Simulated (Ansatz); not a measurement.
The same group exchange along the group O, S, Se.

Program: Ansatz. Geometries: PBE0-D4/def2-TZVP. ΔE: electronic, gas phase. CCSD(T)/CBS is the MP2 limit (def2-TZVPP, def2-QZVPP) plus CCSD(T) − MP2 in def2-TZVPP, frozen cores. This one scheme is used for every species. Functionals use def2-TZVPP. B3LYP here is the variant with VWN-RPA as its local correlation; programs differ in this. For Ga, Se outer-core shells are correlated without core-valence functions, which leaves a few kJ/mol of doubt a bond. Scalar relativity is left out up to krypton. One conformer a species, not always the lowest.

```json
{"reaction": "`C[O][Al]([F])[F]` + `[GaH3]` → `C[O][GaH2]` + `[F][AlH][F]`", "CCSD(T)/CBS(def2) (eV)": "0.53"}
{"reaction": "`C[S][Al]([F])[F]` + `[GaH3]` → `C[S][GaH2]` + `[F][AlH][F]`", "CCSD(T)/CBS(def2) (eV)": "-0.06"}
{"reaction": "`C[Se][Al]([F])[F]` + `[GaH3]` → `C[Se][GaH2]` + `[F][AlH][F]`", "CCSD(T)/CBS(def2) (eV)": "?"}
```

**Question.** Fill in the missing values. (Best estimate.)

**Answer.** Computed: `C[Se][Al]([F])[F]` + `[GaH3]` → `C[Se][GaH2]` + `[F][AlH][F]`: -0.12 eV.

Largest T1 diagnostic: 0.015, for `C[O][GaH2]`.
